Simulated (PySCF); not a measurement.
chlorotrifluoromethane (CClF3), singlet, geometry from GFN2-xTB, with bond 4-2 at 1.5 times its length; PySCF with HF/STO-3G.

PySCF was given this input:
```python
from pyscf import gto, scf

mol = gto.Mole()
mol.atom = '''
    F    -0.86134566   -0.63254016   -1.02874238
    C    -0.35035604   -0.00774362    0.01889747
    F    -0.84407447    1.21875581    0.05006863
    F    -0.94346958   -0.95671634    1.65687961
    Cl    1.42134135    0.03141469   -0.07666418
'''
mol.basis = 'sto-3g'
mol.verbose = 5
mol.build()

mf = scf.RHF(mol)
mf.kernel()
mo_i, mo_e, stable_i, stable_e = mf.stability(internal=True, external=True, return_status=True, nroots=6, tol=1e-6)
print('internally stable:', stable_i, ' externally stable:', stable_e)
if not stable_e:
    umf = mf.to_uhf() if not hasattr(mf, 'xc') else mf.to_uks()
    umf.scf_summary = {}
    umf.kernel(umf.make_rdm1(mo_e, umf.mo_occ))
mf.analyze()
```

Problem. Predict the main parts of the log of this PySCF run.

Solution. 
```
PySCF version 2.14.0

[INPUT] verbose = 5
[INPUT] max_memory = 4000
[INPUT] num. atoms = 5
[INPUT] num. electrons = 50
[INPUT] charge = 0
[INPUT] spin (= nelec alpha-beta = 2S) = 0
[INPUT] symmetry False subgroup None
[INPUT] Mole.unit = angstrom
[INPUT] Symbol           X                Y                Z      unit          X                Y                Z       unit  Magmom
[...]
[INPUT] ---------------- BASIS SET ----------------
[INPUT] l, kappa, [nprim/nctr], expnt,             c_1 c_2 ...
[INPUT] F
[...]
                                30.360812         0.53532814
                                8.2168207         0.44463454
[...]
                                1.5022812         0.39951283
                                0.4885885         0.70011547
[...]
                                1.5022812         0.60768372
                                0.4885885         0.39195739
[INPUT] C
[...]
                                13.045096         0.53532814
                                3.5305122         0.44463454
[...]
                                0.6834831         0.39951283
                                0.2222899         0.70011547
[...]
                                0.6834831         0.60768372
                                0.2222899         0.39195739
[INPUT] Cl
[...]
                                109.5358542       0.5353281423
                                29.64467686       0.4446345422
[...]
                                9.053563477       0.3995128261
                                2.944499834       0.7001154689
[...]
                                0.5940934274      0.2255954336
                                0.232524141       0.900398426
[...]
                                9.053563477       0.6076837186
                                2.944499834       0.3919573931
[...]
                                0.5940934274      0.5951670053
                                0.232524141       0.462001012

nuclear repulsion = 229.11166178575
number of shells = 17
number of NR pGTOs = 87
number of NR cGTOs = 29
basis = sto-3g
ecp = {}

******** <class 'pyscf.scf.hf.RHF'> ********
method = RHF
initial guess = minao
damping factor = 0
level_shift factor = 0
DIIS = <class 'pyscf.scf.diis.CDIIS'>
diis_start_cycle = 1
diis_space = 8
diis_damp = 0
SCF conv_tol = 1e-09
SCF conv_tol_grad = None
SCF max_cycles = 50
direct_scf = True
direct_scf_tol = 1e-13
Set gradient conv threshold to 3.16228e-05
Initial guess from minao.
E1 = -1541.802052971917  E2 = 526.9754054774195  Ecoul = 589.1669450884707  Exc = -62.19153961105121
init E= -785.714985708748
cond(S) = 5.496561511261429
  mo_energy =
[-1.04008168e+02 -2.63694463e+01 -2.63689379e+01 -2.62891181e+01
 -1.11125451e+01 -1.06561047e+01 -8.09548666e+00 -8.09363389e+00
 -8.09362863e+00 -2.01085565e+00 -1.79763082e+00 -1.66410334e+00
 -1.28217711e+00 -9.99372095e-01 -8.09035362e-01 -7.75700043e-01
 -7.68776913e-01 -6.56366717e-01 -6.24708844e-01 -6.20045158e-01
 -5.97448750e-01 -5.95369886e-01 -5.73577149e-01 -5.27344365e-01
 -5.22597619e-01 -7.14918956e-02  2.37900445e-01  4.34296828e-01
  4.38686545e-01]
E1 = -1549.890641355366  E2 = 535.2563265089793  Ecoul = 599.0434051941266  Exc = -63.78707868514732
cycle= 1 E= -785.522653060637  delta_E= 0.192  |g|= 0.885  |ddm|= 2.83
  mo_energy =
[-1.03782557e+02 -2.60685673e+01 -2.60684095e+01 -2.52895122e+01
 -1.19960775e+01 -1.04738762e+01 -7.91880127e+00 -7.91122609e+00
 -7.91110689e+00 -1.79988056e+00 -1.69208189e+00 -1.24393111e+00
 -1.10545890e+00 -9.47157907e-01 -8.34254778e-01 -7.91990278e-01
 -7.81325226e-01 -6.30676518e-01 -6.11277223e-01 -5.91293301e-01
 -5.09211850e-01 -5.02258441e-01 -3.01906909e-01 -1.12965549e-01
 -1.12761016e-01  7.25659968e-02  1.05775951e-01  2.80715974e-01
  3.43196782e-01]
E1 = -1551.8046456956845  E2 = 536.9309406376104  Ecoul = 599.9520029677768  Exc = -63.02106233016639
cycle= 2 E= -785.762043272324  delta_E= -0.239  |g|= 0.678  |ddm|= 2.47
  mo_energy =
[...]
converged SCF energy = -785.940483725636
<class 'pyscf.scf.hf.RHF'> wavefunction is stable in the internal stability analysis
<class 'pyscf.scf.hf.RHF'> wavefunction is stable in the real -> complex stability analysis
<class 'pyscf.scf.hf.RHF'> wavefunction has an RHF/RKS -> UHF/UKS instability
internally stable: True  externally stable: False
converged SCF energy = -786.00818951112  <S^2> = 0.77975541  2S+1 = 2.0295373
Total Energy =                        -785.940483725636113
[...]
4 Cl 3pz        -0.02233   0.14263   0.05682   0.00171  -0.28011
               #21       #22       #23       #24       #25
0 F 1s          -0.00007  -0.00013  -0.00016  -0.00024  -0.00025
0 F 2s          -0.00520  -0.01222  -0.00085  -0.00220  -0.00233
0 F 2px          0.00358   0.13828   0.23605   0.14478  -0.09508
0 F 2py          0.01729  -0.05690   0.09557   0.03271  -0.11651
0 F 2pz          0.05990   0.10903  -0.07525   0.06215   0.25094
1 C 1s          -0.00000  -0.00034  -0.00033  -0.00000   0.00009
1 C 2s          -0.00000  -0.05117   0.00952  -0.00000  -0.15515
1 C 2px         -0.00005  -0.08755  -0.10849  -0.00001   0.14414
1 C 2py         -0.00526   0.03695  -0.04899  -0.00143   0.18128
1 C 2pz         -0.00306  -0.06201   0.08581  -0.00083  -0.31339
2 F 1s           0.00007  -0.00013  -0.00016   0.00024  -0.00025
2 F 2s           0.00520  -0.01222  -0.00085   0.00220  -0.00233
2 F 2px         -0.00285   0.13817   0.23530  -0.14380  -0.09548
2 F 2py          0.06069  -0.06874   0.01507   0.07221  -0.15956
2 F 2pz         -0.01447   0.10213  -0.12216  -0.00101   0.22586
3 F 1s          -0.00000  -0.00007   0.00012  -0.00000  -0.00031
3 F 2s           0.00000   0.01156  -0.01633   0.00000   0.05710
3 F 2px          0.00803   0.85776  -0.00503  -0.00007  -0.23349
3 F 2py          0.86056  -0.17748   0.05253  -0.00747  -0.32481
3 F 2pz          0.50148   0.29083  -0.09006  -0.00435   0.56114
4 Cl 1s          0.00000   0.00007   0.00006   0.00000   0.00000
4 Cl 2s          0.00000   0.00079   0.00123   0.00000  -0.00109
4 Cl 3s          0.00000   0.05179   0.05036   0.00000  -0.01695
4 Cl 2px        -0.00000  -0.00142  -0.00250  -0.00005   0.00234
4 Cl 2py        -0.00000  -0.00019   0.00239  -0.00496   0.00151
4 Cl 2pz        -0.00000   0.00035  -0.00407  -0.00289  -0.00263
4 Cl 3px        -0.00001   0.22825   0.33834   0.00785  -0.21825
4 Cl 3py        -0.00092   0.04608  -0.42634   0.84125  -0.17777
4 Cl 3pz        -0.00054  -0.08272   0.72621   0.49023   0.30855
               #26       #27       #28       #29
0 F 1s           0.00047   0.00039  -0.00301   0.00353
0 F 2s          -0.01331  -0.01091   0.17046  -0.18336
0 F 2px          0.01261  -0.17190   0.19971  -0.10751
0 F 2py          0.07877  -0.04272   0.09565  -0.27503
0 F 2pz         -0.17034   0.03565   0.33295  -0.30995
1 C 1s          -0.00222  -0.00391  -0.00000  -0.00421
1 C 2s           0.35470   0.28138   0.00000   0.44507
1 C 2px         -0.04228   0.65253   0.00629  -0.40082
1 C 2py         -0.26677   0.10919   0.67438   0.22906
1 C 2pz          0.45846  -0.19783   0.39298  -0.38667
2 F 1s           0.00047   0.00039   0.00301   0.00353
2 F 2s          -0.01331  -0.01091  -0.17046  -0.18336
2 F 2px          0.01290  -0.17157  -0.19565  -0.10115
2 F 2py          0.10919  -0.00756   0.33959   0.40671
2 F 2pz         -0.15261   0.05614  -0.07933   0.08733
3 F 1s           0.00118  -0.00031   0.00000   0.00006
3 F 2s          -0.07431   0.02106  -0.00000  -0.00110
3 F 2px         -0.21012   0.00250  -0.00031   0.01902
3 F 2py         -0.31722   0.05182  -0.03315  -0.01105
3 F 2pz          0.54773  -0.08896  -0.01932   0.01866
4 Cl 1s         -0.00014  -0.00044   0.00000  -0.00001
4 Cl 2s          0.00197   0.00548   0.00000   0.00054
4 Cl 3s         -0.05039  -0.19082   0.00000   0.00977
4 Cl 2px        -0.00425  -0.01173   0.00002  -0.00065
4 Cl 2py        -0.00114   0.00000   0.00232   0.00085
4 Cl 2pz         0.00203   0.00019   0.00135  -0.00145
4 Cl 3px         0.21986   0.57500  -0.00086  -0.00469
4 Cl 3py         0.06733   0.00213  -0.09206  -0.03373
4 Cl 3pz        -0.11907  -0.01286  -0.05365   0.05796
 ** Mulliken pop on meta-lowdin orthogonal AOs  **
 ** Mulliken pop  **
[...]
 ** Mulliken atomic charges  **
charge of    0F =     -0.05164
charge of    1C =      0.27002
charge of    2F =     -0.05164
charge of    3F =     -0.07268
charge of    4Cl =     -0.09405
Dipole moment(X, Y, Z, Debye): -0.84195,  0.26496, -0.44121
```
